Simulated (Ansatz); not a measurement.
`C=C=[CH][ZnH]` + CH₃NH₂ → `C[NH][ZnH]` + `C=C=C` at 700 K and 1 bar (ligand exchange at a Zn–C bond).

Isolated molecules relaxed with PBE0-D4/def2-TZVP in Ansatz; ΔE leaves out vibrations. CBS: MP2 limit from def2 TZ/QZ plus the TZ coupled-cluster correction, frozen cores. This one scheme is used for every species. For Zn outer-core shells are correlated without core-valence functions, which leaves a few kJ/mol of doubt a bond. Scalar relativity is left out up to krypton.

```json
{"species": "`C=C=[CH][ZnH]`", "CCSD(T)/CBS energy (Eh)": "-1894.86314", "H − E (kJ/mol)": "196.5", "S (J/(mol·K))": "402.2"}
{"species": "CH₃NH₂", "CCSD(T)/CBS energy (Eh)": "-95.75281", "H − E (kJ/mol)": "207.6", "S (J/(mol·K))": "296.6"}
{"species": "`C[NH][ZnH]`", "CCSD(T)/CBS energy (Eh)": "-1874.12279", "H − E (kJ/mol)": "211.9", "S (J/(mol·K))": "386.4"}
{"species": "`C=C=C`", "CCSD(T)/CBS energy (Eh)": "-116.49399", "H − E (kJ/mol)": "189.5", "S (J/(mol·K))": "308.4"}
```

H − E and S are ideal-gas, rigid-rotor, harmonic terms from PBE0-D4/def2-TZVP. 1 Eh = 2625.50 kJ/mol, R = 8.31446 J/(mol·K).

Problem. By hand: ΔE, ΔH, ΔS and ΔG.

Solution. ΔE = (-1874.12279) + (-116.49399) − (-1894.86314) − (-95.75281) = -0.00083 Eh = -2.2 kJ/mol. Δ(H − E) = 211.9 + 189.5 − 196.5 − 207.6 = -2.7, so ΔH = -4.9 kJ/mol. ΔS = 386.4 + 308.4 − 402.2 − 296.6 = -4.0 J/(mol·K). ΔG = -4.9 − 700 × (-4.0)/1000 = -2.1 kJ/mol.

Problem. By hand: the equilibrium constant, and the temperature at which ΔG would vanish if ΔH and ΔS stayed fixed.

Solution. log₁₀ K = −ΔG/(RT ln 10) = 0.2. ΔG = 0 at ΔH/ΔS = 1225 K, though so small a ΔH makes that figure unsure.

TΔS isn't small against ΔH here. The sign of ΔG lies within the doubt. A doubt of 5 kJ/mol in ΔE shifts log₁₀ K by 0.4 here. These are equilibria of isolated gas molecules and say nothing of rates. Largest T1 diagnostic: 0.015 (customary marks: 0.02 for closed shells, 0.045 for open ones).
